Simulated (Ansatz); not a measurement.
Input file for `CC(C)(C)[CH2][Zr]([F])([F])[F]`:

```yaml
crystal:
  periodic: [false, false, false]
  atoms:
    - {symbol: C, position_ang: [0.192029, -0.661560, -1.350186]}
    - {symbol: C, position_ang: [0.455677, -0.380798, 0.129907]}
    - {symbol: C, position_ang: [1.942139, -0.586837, 0.418274]}
    - {symbol: C, position_ang: [-0.358126, -1.350711, 0.982662]}
    - {symbol: C, position_ang: [0.054293, 1.065370, 0.461066]}
    - {symbol: Zr, position_ang: [-1.849417, 1.810121, -0.374196]}
    - {symbol: F, position_ang: [-1.464123, 2.365118, -2.152245]}
    - {symbol: F, position_ang: [-3.144275, 0.416378, -0.295249]}
    - {symbol: F, position_ang: [-2.335625, 3.282280, 0.724214]}
    - {symbol: H, position_ang: [0.540468, -1.659397, -1.630154]}
    - {symbol: H, position_ang: [0.700893, 0.063023, -1.991845]}
    - {symbol: H, position_ang: [-0.880261, -0.636535, -1.586374]}
    - {symbol: H, position_ang: [2.244137, -1.618171, 0.211036]}
    - {symbol: H, position_ang: [2.167295, -0.372877, 1.466309]}
    - {symbol: H, position_ang: [2.556038, 0.074804, -0.198877]}
    - {symbol: H, position_ang: [-0.176434, -1.179054, 2.047171]}
    - {symbol: H, position_ang: [-1.431654, -1.246998, 0.801311]}
    - {symbol: H, position_ang: [-0.083945, -2.385465, 0.759700]}
    - {symbol: H, position_ang: [0.793572, 1.763404, 0.031356]}
    - {symbol: H, position_ang: [0.077317, 1.237914, 1.546140]}
basis:
  gaussian: {orbitals: def2-TZVPP}
correlation: {method: ccsd_t}
output: {orbitals: {seedname: orbitals}}
```

```sh
$ ansatz run in.yaml --threads 4 --pin off --events-out ev --progress --plain --max-ram 46080MiB --backend cuda --devices 0, --max-vram 37GiB
```

Log, shortened:

```
Functional definition: HF
2775 factors; integrals over basis functions are off by at most 1.0e-3 eV
mean field evaluation 1: about -14712.2679 eV, gradient 7.1e1 eV
mean field evaluation 2: about -14712.5737 eV, gradient 7.1e1 eV
mean field evaluation 4: about -14722.9628 eV, gradient 6.2e0 eV
mean field evaluation 8: about -14723.1297 eV, gradient 5.1e-1 eV
mean field evaluation 16: about -14723.1314 eV, gradient 2.5e-6 eV
mean field -14723.13139276 eV, -541.0650989869 hartree, gradient 2.5e-6 eV, S^2 0.000000; 0 other end points of the search recorded, 0 dependent functions left out
8 core orbitals not correlated: weight in the atoms' cores, before any rotation towards them, 1.000 or more for the frozen orbitals, at most 0.000 for the correlated occupied ones
reference -14723.13139276 eV, -541.0650989869 hartree; 32, 32 occupied and 418, 418 virtual orbitals, 2775 factors
second order -54.19434279 eV of doubles, -0.00000000 eV of singles
cycle   1  -53.81168104 eV  change    3.8e-1 eV  update   1.9e-1
cycle   2  -55.00917534 eV  change    -1.2e0 eV  update   7.5e-2
cycle   3  -55.38374841 eV  change   -3.7e-1 eV  update   3.4e-2
cycle   4  -55.37683357 eV  change    6.9e-3 eV  update   9.2e-3
cycle   5  -55.36230704 eV  change    1.5e-2 eV  update   3.4e-3
cycle   6  -55.36376392 eV  change   -1.5e-3 eV  update   1.2e-3
cycle   7  -55.36392529 eV  change   -1.6e-4 eV  update   3.7e-4
cycle   8  -55.36355685 eV  change    3.7e-4 eV  update   1.3e-4
cycle   9  -55.36357520 eV  change   -1.8e-5 eV  update   5.0e-5
perturbative correction -2.13352717 eV, -0.0784056774 hartree
Total energy: -14780.62849512 eV, -543.1780785259 hartree
```

It took 73 s on 4 threads of an AMD EPYC 7R13 on a shared host and a share of an NVIDIA H100 80 GB, with 1.2 GiB of host memory at the peak.

The correlation energy is -57.497 eV, 3.7 % of it from (T); the T1 diagnostic reads 0.0146.
